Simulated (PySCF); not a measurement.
H₂O₂Os, neutral, multiplicity 3. Atoms are numbered in the order given.

```xyz
5

Os     0.0000     0.0000    -0.0161
O      0.0000    -1.8380    -0.0197
H      0.0000    -2.3908     0.7680
O      0.0000     1.8380    -0.0197
H      0.0000     2.3908     0.7680
```
Charge 0, spin multiplicity 3.

Geometry optimised at PBE0-D3(BJ)/def2-TZVP. A frequency run showed that this geometry is not a minimum. The multiplicity is an assumed one; other spin states were not compared. The def2 effective core potentials stand for the cores of Os; spin–orbit coupling is left out. One conformer was computed; it need not be the lowest.

Method: PBE0-D3(BJ)/def2-TZVP (PySCF).

Frequencies are harmonic and unscaled.

Computed normal modes with their intensities:
| mode | ν (cm⁻¹) | IR (km/mol) | moving atoms (share of kinetic energy) |
|---|---|---|---|
| 1 | 31i | 7.4 | O 85 %, Os 15 % |
| 2 | 195 | 2.9 | O 70 %, H 16 %, Os 14 % |
| 3 | 551 | 317.1 | H 90 %, O 10 % |
| 4 | 577 | 0.0 | H 90 %, O 10 % |
| 5 | 632 | 30.7 | H 80 %, O 19 % |
| 6 | 744 | 210.6 | O 80 %, Os 15 % |
| 7 | 769 | 0.0 | O 90 %, H 10 % |
| 8 | 3851 | 233.2 | H 94 % |
| 9 | 3855 | 87.5 | H 94 % |
